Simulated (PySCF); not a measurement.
# A small calculation by hand: chemical shift, span and skew from a shielding tensor

hexafluoroacetone (C₃F₆O), SMILES O=C(C(F)(F)F)C(F)(F)F. Atoms are numbered in the order given.

```xyz
10

O      0.0000     0.0000     1.9287
C      0.0000     0.0000     0.7247
C      1.3241    -0.0037    -0.0979
F      2.3426    -0.3983     0.6698
F      1.5692     1.2439    -0.5459
F      1.2232    -0.8304    -1.1574
C     -1.3241     0.0037    -0.0979
F     -1.5692    -1.2439    -0.5459
F     -2.3426     0.3983     0.6698
F     -1.2232     0.8304    -1.1574
```
Charge 0, spin multiplicity 1.

Geometry optimised at PBE-D3(BJ)/def2-SVP.

GIAO shieldings from PBE0/pcSseg-1 (PySCF), non-relativistic, no solvent. The symmetric part of the tensor of C3 has the principal values 40.2, 57.7, 81.8 ppm. The same nucleus in TMS has σ = 186.3 ppm at this level (PySCF, at its B3LYP-D3(BJ)/def2-TZVP geometry).

**Question.** Work out the isotropic shielding, the ¹³C shift against TMS, the span and the skew.

**Answer.** 
σ(iso) = (σ11 + σ22 + σ33)/3 = 59.9 ppm. δ = σ(ref) − σ(iso) = 186.3 − (59.9) = 126.4 ppm.
Span Ω = σ33 − σ11 = 41.6 ppm. Skew κ = 3(σ(iso) − σ22)/Ω = 0.16. Tumbling in solution averages the tensor to δ; in a static solid the shielding alone would spread this spin-1/2 line over Ω.
